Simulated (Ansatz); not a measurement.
Input for Ansatz (an electronic-structure program): U-CCSD(T)/cc-pVTZ on GaH3Se (SMILES [GaH2][SeH]), a point of a bond scan (R = 1.177 Å). The run froze 28 orbitals, filled d shells among them.

Ansatz 0.2 input:
```yaml
crystal:
  periodic: [false, false, false]
  atoms:
    - {symbol: Ga, position_ang: [0.27485932, 0.01121965, -1.15295017]}
    - {symbol: H, position_ang: [-0.80375620, -0.57601799, -2.11691732]}
    - {symbol: H, position_ang: [1.66169621, 0.60371444, -1.55587958]}
    - {symbol: Se, position_ang: [-0.30399105, -0.02839877, 1.11359069]}
    - {symbol: H, position_ang: [0.70489531, 0.46636241, 1.46445306]}
basis:
  gaussian:
    orbitals: cc-pVTZ
correlation: {method: ccsd_t, electrons: outside_noble_gas}
scf: {omitted_lower_state_checks: [cluster_reference]}
magnetization: {spin_polarized: true, initial_magnetization: 0}
```

What total energy does the run end on?

-4325.1716 hartree (reference determinant -4324.8938, T1 diagnostic 0.011).

How many basis functions does it have, and what does it roughly cost on one machine?

128 functions; about 10 core-seconds (a rough figure).
